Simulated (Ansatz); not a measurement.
A nudged elastic band was laid between two geometries of ClFH6OW (10 atoms, charge 0, multiplicity 1).

Computed with RKS PBE0-D4/def2-SVP (Ansatz).

- movable images: 6
- climbing image: no
- spring: 5.0 eV/Å²
- optimiser: quadratic models (default)
- start path: through a guess of the saddle point
- force threshold: 0.05 eV/Å
- iteration limit: 57
- end points: relaxed

First end point:

```xyz
10
Properties=species:S:1:pos:R:3
W 0.236 0.145 0.239
Cl -0.610 -0.091 2.393
F 1.911 -0.316 -0.525
H -0.518 1.351 -0.659
H -1.370 -0.197 -0.052
H -0.219 -1.423 -0.085
H -0.282 -0.372 -1.251
O 1.633 1.598 1.346
H 2.574 1.446 1.176
H 1.490 1.553 2.304
```

Last end point:

```xyz
10
Properties=species:S:1:pos:R:3
W 0.699 -0.124 -0.318
Cl -0.502 2.343 3.024
F 1.692 0.298 -1.852
H -0.550 0.697 0.403
H -0.796 -0.878 -0.242
H 0.662 -1.802 -0.108
H -0.497 0.568 -1.235
O 1.402 0.603 1.308
H 2.320 0.342 1.498
H 0.414 1.650 2.409
```

**Question.** What changes between the two ends?

**Answer.** Bonds broken: W1–Cl2, O8–H10. Bonds formed: Cl2–H10. ClFH6OW becomes ClH + FH5OW.

**Question.** What energy profile does the band end with?

**Answer.** It converged. The highest image is number 3 of 0 to 7, 0.99 eV above the first end and 0.06 eV above the last; the last end lies 0.92 eV above the first. No image climbed, so the highest image needn't sit at the top of the path. The orbitals stay closed-shell, which can raise the energy where a bond breaks towards radicals; this wasn't checked here.

```csv
image,path coordinate (Å),energy (eV),W1–Cl2 (Å),O8–H10 (Å),Cl2–H10 (Å)
0,0.00,0.00,2.33,0.97,2.67
1,0.86,0.26,2.36,0.97,2.35
2,1.72,0.51,2.52,1.02,1.93
3,2.58,0.99,2.87,1.74,1.33
4,3.44,0.97,3.65,1.94,1.30
5,4.30,0.94,4.11,1.89,1.30
6,5.16,0.93,4.29,1.83,1.30
7,6.02,0.92,4.32,1.81,1.30
```

**Question.** What is the geometry of the highest image?

**Answer.** 
```xyz
10
Properties=species:S:1:pos:R:3
W 0.589 0.028 -0.020
Cl -0.582 0.485 2.555
F 1.866 -0.590 -1.248
H -0.431 1.342 -0.055
H -1.056 -0.283 -0.125
H 0.034 -1.435 0.624
H -0.120 0.463 -1.454
O 1.591 1.360 1.030
H 2.490 1.052 1.227
H 0.463 1.274 2.351
```

Time of the run: 17 min on 2 threads of Arm Neoverse N1, on a shared host, peak memory 0.26 GiB.
